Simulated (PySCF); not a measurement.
SMILES CCCCOC (C5H12O) (GFN2-xTB optimised geometry):

```
18

C      2.149    -1.639     0.184
C      0.625    -1.630     0.199
C      0.068    -0.224     0.000
C     -1.464    -0.224     0.000
O     -2.044     1.061     0.000
C     -1.916     1.763    -1.210
H      2.524    -1.262    -0.765
H      2.541    -1.011     0.981
H      2.527    -2.649     0.325
H      0.268    -2.029     1.151
H      0.250    -2.282    -0.594
H      0.437     0.177    -0.946
H      0.415     0.430     0.803
H     -1.834    -0.804    -0.860
H     -1.829    -0.693     0.918
H     -2.541     2.649    -1.118
H     -0.882     2.075    -1.399
H     -2.264     1.159    -2.058
```

Computed with CAM-B3LYP/def2-SVP (PySCF 2.14.0).

Q: What are the frontier orbital energies and the dipole moment?

A: HOMO-2 -10.72 eV, HOMO-1 -9.94 eV, HOMO -8.48 eV, LUMO 2.68 eV, LUMO+1 3.14 eV; dipole moment 1.35 D.

Meta-Löwdin charges at CAM-B3LYP/def2-SVP: C1 -0.28, C2 -0.15, C3 -0.17, C4 0.05, O5 -0.41, C6 -0.07, H7 0.09, H8 0.09, H9 0.09, H10 0.08, H11 0.08, H12 0.08, H13 0.09, H14 0.07, H15 0.10, H16 0.11, H17 0.08, H18 0.08.
